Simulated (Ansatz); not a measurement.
`BC(=C)[NH][GeH3]` and `BC=C` differ in one atom or group.

Ansatz, PBE0-D4/def2-TZVP geometries, multiplicity 1. Each molecule was computed in one conformer, which needn't be the lowest.

Scalar relativity is left out up to krypton.

```json
{"property": "LUMO energy (B3LYP/def2-TZVPP) / eV", "`BC(=C)[NH][GeH3]`": "-2.10"}
{"property": "LUMO energy (ωB97M-V/def2-TZVPP) / eV", "`BC(=C)[NH][GeH3]`": "0.05"}
{"property": "size of the dipole moment (PBE/def2-TZVPP) / D", "`BC(=C)[NH][GeH3]`": "1.60"}
{"property": "HOMO energy (PBE0/def2-TZVPP) / eV", "`BC(=C)[NH][GeH3]`": "-6.22"}
{"property": "LUMO energy (PBE/def2-TZVPP) / eV", "`BC(=C)[NH][GeH3]`": "-2.84"}
{"property": "size of the dipole moment (B3LYP/def2-TZVPP) / D", "`BC(=C)[NH][GeH3]`": "1.46"}
```

(1) Give the same properties after the change, and the shifts. (Estimate.)

Results:

(1) Ansatz gave: 
| property | `BC=C` | shift |
| --- | --- | --- |
| LUMO energy (B3LYP/def2-TZVPP) / eV | -2.30 | -0.20 |
| LUMO energy (ωB97M-V/def2-TZVPP) / eV | -0.06 | -0.11 |
| size of the dipole moment (PBE/def2-TZVPP) / D | 1.42 | -0.18 |
| HOMO energy (PBE0/def2-TZVPP) / eV | -8.51 | -2.29 |
| LUMO energy (PBE/def2-TZVPP) / eV | -3.10 | -0.26 |
| size of the dipole moment (B3LYP/def2-TZVPP) / D | 1.34 | -0.12 |

With PBE0 the HOMO falls by 2.29 eV and the LUMO falls by 0.18 eV, so the gap widens by about 2.11 eV. PBE moves the HOMO by -2.29 eV and ωB97M-V by -2.39 eV. Dipoles are sizes alone; their direction can turn.

B3LYP here is the variant with VWN-RPA as its local correlation; programs differ in this.
